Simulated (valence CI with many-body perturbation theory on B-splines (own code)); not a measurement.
Results of a calculation; reference values are marked as such.
A CI+MBPT run for Nd LVI

Level of theory: valence CI with perturbative core correlation (CI+MBPT): three valence electrons over a frozen Dirac-Fock core [He], radial functions for each j: 6 s, 6 p, 5 d, 3 f, 1 g, with the one-electron correlation potential Σ1 (screened to all orders), the two-electron term Σ2, the three-electron term Σ3, Breit, model QED; selected single and double excitations, second order for the rest, scaled by the run's own slope (own B-spline code, finite nucleus).

Command, and the settings that its task file holds:

```sh
python run_cv.py task.json out
```

```
atom Nd  Z=60  mass_number=142  rms_radius_fm=4.9123
core [He]
valence 2s2 2p1
avg = 1
basis = S
breit = 1
cap = 10000
capref = 1200
cscale = 1
de = 0.0
dress = 0
eps = 2e-08
extrap = 1
h = 0.8
hh = 1
l2 = 3
lcore = 6
maxit = 60
n2 = 5
natural = 1
nlev = 20
nno = [3, 3, 3, 2, 1]
nroot = 26
nsp = [3, 3, 2, 1, 0]
pt2 = 1
qed = 1
rpa = 1
s1 = 1
s2 = 1
s3 = 1
screen = 1
tol = 2e-05
whole = 1
```

It took 2.6 s on 1 thread of AMD EPYC 9R45 96-Core Processor (Zen 5), with other jobs on the host.

Log. The first blocks belong to the next ion, which gives the ionisation energy. Fields: 2J, parity (1 odd), roots, reference size, generating configurations, candidates as configurations/state functions, variational space P, stored matrix elements, Davidson steps; e2 is the range of second-order energies in hartree. The first line gives the box (bohr), its intervals, the orbitals and the steps of their self-consistent field. Window is the range of levels sought, series limit the energy at which the first omitted orbital would enter, core excitation an estimate of the first excitation out of the core, left out the lowest levels not solved, and shifts from estimates the range by which levels moved from their first estimate, all in cm⁻¹.

```
rmax 1.0 intervals 32 orbitals 36 references ['2s2 2p', '2s 2p2', '2p3'] scf 2 t 0.1
2J=0 par=0 roots 2 ref 15 generators 3 cand 92/92 P 107/107 nnz 0 it 0
   second order: generators 3 cand 0/0 e2 -0.00000 -0.00000
2J=0 par=1 roots 2 ref 11 generators 3 cand 73/73 P 84/84 nnz 0 it 0
   second order: generators 6 cand 0/0 e2 -0.00000 -0.00000
2J=2 par=1 roots 2 ref 28 generators 2 cand 188/188 P 214/214 nnz 0 it 0
2J=2 par=1 roots 2 ref 28 generators 2 cand 2/2 P 216/216 nnz 0 it 0
   second order: generators 2 cand 0/0 e2 -0.00000 -0.00000
reference levels 291, estimated 217, window 54455462 1/cm; series limit 71436882, core excitation 302979167
2J=1 par=1 roots 8 ref 32 generators 10 cand 148/200 P 1773/2580 nnz 8.3e+05 it 3
2J=1 par=1 roots 8 ref 32 generators 13 cand 218/324 P 1782/2596 nnz 8.4e+05 it 4
   second order: generators 14 cand 225/332 e2 -0.00000 -0.00000
2J=1 par=0 roots 9 ref 34 generators 12 cand 196/261 P 1775/2611 nnz 8.5e+05 it 4
2J=1 par=0 roots 9 ref 34 generators 14 cand 206/279 P 1790/2635 nnz 8.7e+05 it 4
   second order: generators 15 cand 211/287 e2 -0.00000 -0.00000
2J=3 par=1 roots 10 ref 47 generators 14 cand 878/1782 P 1686/3446 nnz 1.5e+06 it 5
2J=3 par=1 roots 10 ref 47 generators 15 cand 487/902 P 1725/3545 nnz 1.6e+06 it 3
   second order: generators 15 cand 448/803 e2 -0.00000 -0.00000
2J=3 par=0 roots 8 ref 45 generators 10 cand 711/1359 P 1647/3324 nnz 1.4e+06 it 4
2J=3 par=0 roots 8 ref 45 generators 12 cand 540/1046 P 1678/3391 nnz 1.5e+06 it 4
   second order: generators 13 cand 509/979 e2 -0.00000 -0.00000
2J=5 par=0 roots 5 ref 39 generators 9 cand 898/2041 P 1481/3235 nnz 1.4e+06 it 5
2J=5 par=0 roots 5 ref 39 generators 11 cand 713/1528 P 1503/3292 nnz 1.5e+06 it 3
   second order: generators 12 cand 853/1962 e2 -0.00000 -0.00000
2J=5 par=1 roots 5 ref 36 generators 7 cand 854/1984 P 1603/3504 nnz 1.7e+06 it 4
2J=5 par=1 roots 5 ref 36 generators 9 cand 542/1187 P 1652/3638 nnz 1.8e+06 it 4
   second order: generators 10 cand 493/1053 e2 -0.00000 -0.00000
2J=7 par=1 roots 2 ref 21 generators 4 cand 517/1225 P 1313/2970 nnz 1.3e+06 it 3
2J=7 par=1 roots 2 ref 21 generators 4 cand 333/774 P 1383/3128 nnz 1.5e+06 it 3
   second order: generators 5 cand 263/616 e2 -0.00000 -0.00000
left out: unestimated 79026120, estimated 58784433, shifts from estimates -0 to 10
operators 0.0
```

The Davidson iterations converged. The settings are bad on purpose, so the numbers may not be properties of the ion.

No measured spectrum was set against this ion. As an estimate, large intervals hold to a few tenths of a per cent, small ones and those within an open d or f shell to about a per cent.

| Property | Result |
| --- | --- |
| Valence energy | -1327.493 hartree |
| Ionisation energy | 11689 eV (NIST: 11694 ± 5 eV (theoretical)) |
| Reference configurations for the orbitals | 2s2 2p, 2s 2p2, 2p3 |
| Radial orbitals | 36 |
| Box radius | 1.042 bohr |
| Largest variational space | 3638 |
| Lowest levels | (2s^2 2p1/2) J=1/2 0.0, (2s 2p1/2^2) J=1/2 192.2, (2s^2 2p3/2) J=3/2 570.2, (2s 2p1/2 2p3/2) J=3/2 [a] 704.3, (2s 2p1/2 2p3/2) J=5/2 739.3, (2s 2p1/2 2p3/2) J=1/2 795.0, (2s 2p1/2 2p3/2) J=3/2 [b] 796.1, (2p1/2^2 2p3/2) J=3/2 999.2, (2s 2p3/2^2) J=5/2 1292.5, (2s 2p3/2^2) J=1/2 1376.4, (2s 2p3/2^2) J=3/2 1377.3, (2p1/2 2p3/2^2) J=3/2 1532.6, (2p1/2 2p3/2^2) J=5/2 1553.7, (2p1/2 2p3/2^2) J=1/2 1597.2 eV |

Levels are named by their leading jj configuration (3d3/2^4 stands for four electrons in 3d with j = 3/2), which in mixed levels can hold well under half, so a name can repeat and another be missing. Letters in brackets count levels of one name in rising energy.
